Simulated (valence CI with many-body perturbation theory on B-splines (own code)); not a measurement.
**Energy levels of Pt7+**

Computed by relativistic CI+MBPT: three valence electrons over a frozen Dirac-Fock core [Xe] 4f14, radial functions for each j: 9 s, 9 p, 10 d, 8 f, 5 g, 3 h, 1 i, with the one-electron correlation potential Σ1, the two-electron term Σ2, the three-electron term Σ3, Breit, model QED; selected CI, second order for the rest, scaled by the run's own slope (own B-spline code, finite nucleus).

No measured spectrum was set against this ion. As an estimate, terms of the open shell hold to 2 to 4 % of their energy, and close levels can change places; different configurations can be misplaced against each other by 1,000 to 8,000 cm⁻¹. Core correlation moves these levels by up to 16000 cm⁻¹, and in measured spectra 5 to 20 % of such shifts remained as error; rates that hang on mixing are uncertain with them. The list stops below the first excitations out of the core.

Levels 1 to 45 of 57, with energies above the lowest level, (5d3/2^3) J=3/2. "Leading %" is the weight of the configuration and term that name the level; weights of strongly mixed levels are sums over their largest components and can fall short. In the jj column 3d3/2^4 stands for four electrons in 3d with j = 3/2. Lifetimes count E1, E2, E3, M1 and M2 decay at the calculated energies, and are blank where another channel may lead or the interval is too uncertain; long ones can be off by a factor of two.

```csv
No.,Configuration,Term,J,E (cm⁻¹),Leading %,Second component,Lifetime,g,Leading jj
1,5d3,4F,3/2,0.0,77,19 % 5d3 2D,,0.518,5d3/2^3 (79 %)
2,5d3,4F,5/2,10058,93,6 % 5d3 2D,27.8 ms,1.039,5d3/2^2 5d5/2 (92 %)
3,5d3,4F,7/2,16990,76,20 % 5d3 2G,95.2 ms,1.165,5d3/2^2 5d5/2 (65 %)
4,5d3,4P,3/2,19259,46,33 % 5d3 2P,21.3 ms,1.360,5d3/2^2 5d5/2 (84 %)
5,5d3,4F,9/2,20512,42,38 % 5d3 2G,1.51 s,1.163,5d3/2^2 5d5/2 (80 %)
6,5d3,4P,1/2,22542,68,31 % 5d3 2P,75.3 ms,2.039,5d3/2^2 5d5/2 (97 %)
7,5d3,2G,7/2,31736,74,23 % 5d3 4F,8.53 ms,0.976,5d3/2 5d5/2^2 (75 %)
8,5d3,2H,9/2,33275,54,44 % 5d3 4F,14.5 ms,1.099,5d3/2 5d5/2^2 (68 %)
9,5d3,4P,5/2,33962,87,10 % 5d3 2D,26.2 ms,1.538,5d3/2 5d5/2^2 (54 %)
10,5d3,2D,3/2,38697,44,41 % 5d3 4P,4.59 ms,1.181,5d3/2 5d5/2^2 (95 %)
11,5d3,2P,1/2,40479,68,31 % 5d3 4P,9.28 ms,1.297,5d3/2 5d5/2^2 (97 %)
12,5d3,2H,11/2,43143,100,,28.7 ms,1.091,5d3/2 5d5/2^2 (100 %)
13,5d3,2D,5/2,47124,91,5 % 5d3 4F,9.70 ms,1.204,5d3/2 5d5/2^2 (68 %)
14,5d3,2F,5/2,51457,82,12 % 5d3 2D,15.0 ms,0.937,5d3/2 5d5/2^2 (60 %)
15,5d3,2G,9/2,51954,59,26 % 5d3 2H,5.52 ms,1.090,5d5/2^3 (85 %)
16,5d3,2F,7/2,53307,92,6 % 5d3 2G,15.2 ms,1.127,5d3/2 5d5/2^2 (90 %)
17,5d3,2P,3/2,56696,56,30 % 5d3 2D,4.72 ms,1.190,5d5/2^3 (78 %)
18,5d3,2D,3/2,77392,97,,3.91 ms,0.815,5d3/2 5d5/2^2 (77 %)
19,5d3,2D,5/2,80077,80,15 % 5d3 2F,2.33 ms,1.166,5d5/2^3 (73 %)
20,5d2.6s,4F,3/2,177320,89,10 % 5d2.6s 2D,26.3 μs,0.445,5d3/2^2 6s (92 %)
21,5d2.6s,4F,5/2,181000,68,18 % 5d2.6s 2F,21.8 μs,1.025,5d3/2^2 6s (84 %)
22,5d2.6s,4F,7/2,192930,92,7 % 5d2.6s 2F,22.6 μs,1.230,5d3/2 5d5/2 6s (96 %)
23,5d2.6s,4P,1/2,197790,85,9 % 5d2.6s 2S,18.0 μs,2.493,5d3/2^2 6s (77 %)
24,5d2.6s,2F,5/2,198100,53,30 % 5d2.6s 4F,17.3 μs,0.988,5d3/2 5d5/2 6s (85 %)
25,5d2.6s,4F,9/2,202070,82,17 % 5d2.6s 2G,21.5 μs,1.294,5d3/2 5d5/2 6s (61 %)
26,5d2.6s,4P,3/2,204690,83,14 % 5d2.6s 2D,18.5 μs,1.566,5d3/2 5d5/2 6s (97 %)
27,5d2.6s,4P,5/2,205120,52,24 % 5d2.6s 2F,17.0 μs,1.323,5d3/2 5d5/2 6s (98 %)
28,5d2.6s,2F,7/2,209970,54,43 % 5d2.6s 2G,15.8 μs,1.034,5d3/2 5d5/2 6s (88 %)
29,5d2.6s,2D,3/2,210060,48,30 % 5d2.6s 2P,17.5 μs,1.064,5d3/2 5d5/2 6s (84 %)
30,5d2.6s,2P,1/2,215320,88,9 % 5d2.6s 4P,15.1 μs,0.876,5d3/2 5d5/2 6s (87 %)
31,5d2.6s,2G,9/2,220350,82,17 % 5d2.6s 4F,17.5 μs,1.150,5d5/2^2 6s (60 %)
32,5d2.6s,2D,5/2,223410,53,41 % 5d2.6s 4P,17.1 μs,1.349,5d5/2^2 6s (99 %)
33,5d2.6s,2G,7/2,223450,56,39 % 5d2.6s 2F,15.9 μs,1.005,5d5/2^2 6s (84 %)
34,5d2.6s,2P,3/2,229780,67,27 % 5d2.6s 2D,15.2 μs,1.190,5d5/2^2 6s (88 %)
35,5d2.6s,2S,1/2,253160,87,6 % 5d2.6s 4P,13.9 μs,1.969,5d5/2^2 6s (88 %)
36,5d2.6p,4G°,5/2,269790,60,32 % 5d2.6p 2F°,248 ps,0.708,5d3/2^2 6p1/2 (96 %)
37,5d2.6p,4F°,3/2,275680,46,31 % 5d2.6p 2D°,60.8 ps,0.696,5d3/2^2 6p1/2 (90 %)
38,5d2.6p,4G°,7/2,286970,67,12 % 5d2.6p 2F°,142 ps,1.022,5d3/2 5d5/2 6p1/2 (96 %)
39,5d2.6p,4F°,5/2,288350,43,20 % 5d2.6p 4D°,71.9 ps,1.104,5d3/2 5d5/2 6p1/2 (97 %)
40,5d2.6p,4D°,1/2,289770,52,21 % 5d2.6p 2P°,60.2 ps,0.674,5d3/2^2 6p1/2 (81 %)
41,5d2.6p,4D°,3/2,296790,30,19 % 5d2.6p 2P°,70.6 ps,1.211,5d3/2 5d5/2 6p1/2 (89 %)
42,5d2.6p,2G°,9/2,297440,35,26 % 5d2.6p 4G°,95.1 ps,1.131,5d3/2 5d5/2 6p1/2 (75 %)
43,5d2.6p,2S°,1/2,298210,36,34 % 5d2.6p 4P°,68.8 ps,1.614,5d3/2 5d5/2 6p1/2 (93 %)
44,5d2.6p,2D°,5/2,298470,26,21 % 5d2.6p 2F°,76.2 ps,1.084,5d3/2 5d5/2 6p1/2 (83 %)
45,5d2.6p,4D°,7/2,299540,35,22 % 5d2.6p 4F°,56.8 ps,1.220,5d3/2 5d5/2 6p1/2 (66 %)
```

The ionisation energy to 5d2 3F_2 of the next ion comes out as 109.63 eV (NIST: 109 ± 2.1 eV (theoretical)). All 57 levels together are meant to be complete up to 322260 cm⁻¹.
